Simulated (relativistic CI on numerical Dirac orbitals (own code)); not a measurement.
Calculated at this level of theory: Dirac-Coulomb-Breit CI, KLI orbitals optimised for each configuration, model QED (radiative potential, 1s self-energy scaled to tabulated hydrogen-like ionisation energies), unscaled Slater integrals (own radial code, finite nucleus).

The strongest absorption lines from the ground level of an ion, among the configurations computed and to levels below about 135 eV (vacuum wavelength in Å, gf): 97.254 (0.87), 98.168 (0.15), 110.41 (1.1), 111.65 (0.16), 113.52 (0.072), 174.70 (0.15), 175.57 (0.48).

Question: Which ion is it?
A. Ge⁴⁺
B. Se⁶⁺
C. Se⁸⁺
D. Se⁴⁺

Answer: B. Se⁶⁺ has 28 electrons and the ground level 3p6.3d10 1S_0; the strongest line goes to 3p6.3d9.4f 1P°_1. The pattern of lines fixes the number of electrons, and along that sequence the line energies rise steadily with the charge (about as its square where n changes within one kind of shell, about linearly where n is kept but much faster in heavy ions where fine structure, which grows about as Z⁴, sets the gap, and irregularly where shells cross), which fixes Z. Configurations outside the model, such as inner-shell arrays, can give stronger lines. At this charge configurations can still be misplaced by up to about 7 % of their energy. 5 of the 6 excited levels that our extract of the measured tables holds in this range could be paired (the sources list more); they are missed by 11039 cm⁻¹ on average and 21646 at most, and levels without a partner can miss by more.

LS names give the leading component of a level, which can be under half, so a name can repeat, a term be missing and a line seem to break the LS rules.
